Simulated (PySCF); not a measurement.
Magnetic susceptibility: `C[P@@](=S)(CP)n1cccc1`, C6H11NP2S

Geometry:
```csv
atom,x (Å),y (Å),z (Å)
C1,-1.154,1.746,0.558
P2,-0.606,0.023,0.862
S3,-0.762,-0.601,2.681
C4,-1.506,-0.998,-0.390
P5,-3.330,-0.624,-0.251
N6,0.995,0.011,0.273
C7,2.088,-0.433,0.979
C8,3.195,-0.290,0.204
C9,2.777,0.265,-1.030
C10,1.430,0.437,-0.961
H11,-1.143,1.993,-0.501
H12,-0.490,2.413,1.108
H13,-2.167,1.849,0.949
H14,-1.291,-2.050,-0.179
H15,-1.160,-0.751,-1.397
H16,-3.746,-1.817,-0.834
H17,-3.455,-1.137,1.038
H18,1.967,-0.807,1.978
H19,4.200,-0.547,0.474
H20,3.406,0.505,-1.865
H21,0.744,0.830,-1.687
```

Theory: GIAO B3LYP/pcSseg-1 magnetisability, rotational g tensor and spin-rotation constants, non-relativistic, gas phase (PySCF). Geometry: GFN2-xTB.

Task: How diamagnetic is it, and how anisotropic?

Result: Isotropic -2118 × 10⁻³⁰ J/T², or -127.5 × 10⁻⁶ cm³/mol; principal values -2581, -1918, -1854 × 10⁻³⁰ J/T², anisotropy 698 × 10⁻³⁰ J/T² (root of half the summed squared differences of the principal values). The susceptibility is in cgs units.

Task: Split it along the inertial axes a, b, c into diamagnetic and paramagnetic parts about the centre of mass, with the quadrupole moment.

Result: 
| axis | χ (10⁻⁶ cm³/mol) | diamagnetic (10⁻⁶ cm³/mol) | paramagnetic (10⁻⁶ cm³/mol) | summed x² of all electrons (Å²) | quadrupole Θ (D Å) |
| --- | --- | --- | --- | --- | --- |
| a | -116.6 | -985.3 | 868.7 | 440.7 | +1.34 |
| b | -114.5 | -2183.7 | 2069.1 | 158.2 | -3.87 |
| c | -151.4 | -2540.9 | 2389.5 | 74.0 | +2.54 |

Anisotropies 2χaa − χbb − χcc = +32.7 and 2χbb − χaa − χcc = +39.0 × 10⁻⁶ cm³/mol. Θ is traceless in Buckingham's convention.

Task: And the rotational g tensor?

Result: 
| axis | rotational constant (GHz) | g | nuclear part | electronic part |
| --- | --- | --- | --- | --- |
| a | 1.4427 | -0.0230 | 0.5658 | -0.5888 |
| b | 0.5764 | -0.0089 | 0.5514 | -0.5603 |
| c | 0.4823 | +0.0001 | 0.5415 | -0.5414 |

Asymmetric top; isotopes 12C, 1H, 14N, 31P, 32S; no vibrational averaging.
